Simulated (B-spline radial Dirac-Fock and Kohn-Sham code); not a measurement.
# Magnetic form factor of the 4d shell of Ta³⁴⁺

System: tantalum as Ta³⁴⁺, [Kr] 4d3.

The run's input, task.json:

```json
{"items": [{
  "Z": 73,
  "q": 34,
  "cfg": [[1, 0, 2], [2, 0, 2], [2, 1, 6], [3, 0, 2], [3, 1, 6], [3, 2, 10], [4, 0, 2], [4, 1, 6], [4, 2, 3]],
  "A": 181,
  "rrms": 5.3507,
  "do": ["scatter"],
  "s": [0.0, 0.05, 0.1, 0.15, 0.2, 0.25, 0.3, 0.35, 0.4, 0.45, 0.5, 0.6, 0.7, 0.8, 0.9, 1.0, 1.1, 1.2, 1.4, 1.6, 1.8, 2.0, 2.5, 3.0, 3.5, 4.0, 5.0, 6.0],
  "pz": [0, 0.1, 0.14, 0.2, 0.29, 0.41, 0.59, 0.84, 1.2, 1.7, 2.5, 3.5, 5.0, 7.1, 10.0, 14.0, 21.0, 29.0, 42.0, 60.0, 86.0],
  "hv_scatter": [1000, 5000, 10000, 17479.3, 20000, 50000, 200000, 500000]
}]}
```

Run with: `python xray_run.py task.json out`

The computed values come from an atomic code on a B-spline grid: configuration-average Dirac-Fock orbitals. ⟨j_K⟩ is the integral of the 4d radial density with the spherical Bessel function j_K(4πsr), s = sin θ/λ.

```
s (Å⁻¹)     ⟨j0⟩    ⟨j2⟩    ⟨j4⟩
      0   1.0000  0.0000  0.0000
   0.05   0.9960  0.0016  0.0000
    0.1   0.9842  0.0063  0.0000
   0.15   0.9648  0.0140  0.0001
    0.2   0.9382  0.0244  0.0002
   0.25   0.9050  0.0373  0.0005
    0.3   0.8657  0.0523  0.0011
   0.35   0.8212  0.0689  0.0019
    0.4   0.7724  0.0867  0.0031
   0.45   0.7201  0.1052  0.0049
    0.5   0.6652  0.1239  0.0071
    0.6   0.5515  0.1601  0.0135
    0.7   0.4386  0.1917  0.0225
    0.8   0.3325  0.2160  0.0341
    0.9   0.2380  0.2312  0.0477
      1   0.1582  0.2368  0.0627
    1.1   0.0947  0.2329  0.0780
    1.2   0.0474  0.2208  0.0926
    1.4  -0.0035  0.1784  0.1163
    1.6  -0.0115  0.1252  0.1281
```

Radial moments of the shell: ⟨r²⟩ = 0.2154, ⟨r⁴⟩ = 0.06781, ⟨r⁶⟩ = 0.02818 in powers of bohr.
